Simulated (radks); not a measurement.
Q: Ionisation of neutral carbon, [He] 2s2 2p2, to [He] 2s2 2p1 as the strength of local exchange is varied. Method: non-relativistic Kohn-Sham, Slater X-alpha exchange (alpha = 2/3 is LDA exchange), no correlation, spin-unpolarised, spherical densities, point nucleus; computed with a radial shooting solver on a logarithmic mesh with Libxc functionals.

alpha  E(C) (hartree)  exchange (hartree)  IE (eV)  -e of the level emptied (eV)  <r> of it (bohr)
0.553       -36.32017            -3.54007    8.537                    3.352 (2p)             1.942
0.586       -36.53191            -3.76868    8.879                    3.616 (2p)             1.911
0.646       -36.91939            -4.18924    9.517                    4.119 (2p)             1.858
0.703       -37.29048            -4.59459   10.144                    4.621 (2p)             1.812
0.709       -37.32971            -4.63758   10.211                    4.675 (2p)             1.807
0.999       -39.26380            -6.79011   13.696                    7.590 (2p)             1.617
x           -37.05577            -4.33792    9.746                    4.301 (2p)             1.841

Which alpha was used in the last row?

A: alpha = 0.667. NIST Atomic Spectra Database: 11.260 eV (measured). The Delta-SCF value meets it near alpha = 0.80. Spin polarisation and multiplet splitting are left out, so open shells lie too high by an amount that depends on their filling.

Beside tabulated values, note that spin-unpolarised runs miss the spin-polarisation part of the exchange energy of open shells.
